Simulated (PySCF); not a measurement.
Numbering as in the mapped SMILES `[CH3:1][N:2]([C:3](=[O:4])[C:5]([F:6])([F:7])[F:8])[C:9](=[O:10])[C:11]([F:12])([F:13])[F:14]`. Hydrogens are named by the atom that carries them.

Method: PBE0-D3(BJ)/def2-SVP geometry, spin–spin couplings from B3LYP/pcJ-1 (spin–dipole term only in couplings to heteroatoms), CAM-B3LYP/pcSseg-2 with gauge-including orbitals, in PySCF 2.14.0 with density-fitted response routines (non-relativistic, no solvent, equivalent nuclei averaged, a single conformation).

Problem. Predict the 2D correlation tables (HSQC, COSY, HMBC).

Solution. 

HSQC (one-bond C–H):
```csv
δH,δC,"¹J(C,H) (Hz)"
3.52 (H(C1)),31.3 (C1),150
```

HMBC (two and three bonds, |J| ≥ 2.5 Hz):
```csv
δH,δC [abs. J in Hz]
3.52 (H(C1)),174.0 (C3/C9) [3.4]
```

No COSY cross peaks are expected.

Scale: ¹H (σref 31.34), ¹³C (σref 182.55) against TMS (reference shieldings calculated alike).

Common functionals overestimate the size of one-bond C–F couplings by tens of Hz; these are unscaled. Shifts are as computed, not scaled to solution data. Of 1211 compounds with measured shifts, 218 miss one by over three times the rms of a fit or turn the order of signals round; such compounds aren't used in these exercises.
